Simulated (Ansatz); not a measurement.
[SnH3]- (SnH₃⁻). Total charge -1; singlet. Geometry PBE-D4/def2-TZVPD, basis def2-TZVPD, Ansatz.

| run | HOMO (eV) | LUMO (eV) |
| --- | --- | --- |
| A | 0.22 | 4.17 |
| B | -0.58 | 4.44 |
| C | -0.44 | 4.09 |
| D | -2.34 | 5.60 |
| E | -1.21 | 4.49 |
| F | -0.10 | 4.28 |

In the def2 sets Sn takes a core potential; there is no spin–orbit coupling.

The runs used BHLYP, HF, PBE0, r2SCAN, r2SCAN0, r2SCANh. Estimate which is which.

A r2SCAN (0 % exact exchange); B r2SCAN0 (25 % exact exchange); C PBE0 (25 % exact exchange); D HF (100 % exact exchange); E BHLYP (50 % exact exchange); F r2SCANh (10 % exact exchange). Exact exchange lowers occupied and raises empty levels; among semilocal functionals meta-GGAs tend to open the gap a little, and such runs are hard to tell apart. The gap grows from 3.95 eV (r2SCAN) to 7.94 eV (HF). At r2SCAN-D4/def2-TZVPD the highest occupied level of the charge -1 singlet lies above zero (up to 0.22 eV). By energy differences its removal costs 2.36 eV (vertical, to the charge 0 doublet, at r2SCAN-D4/def2-TZVPD); a positive level beside a positive removal energy at the same level points to self-interaction error.
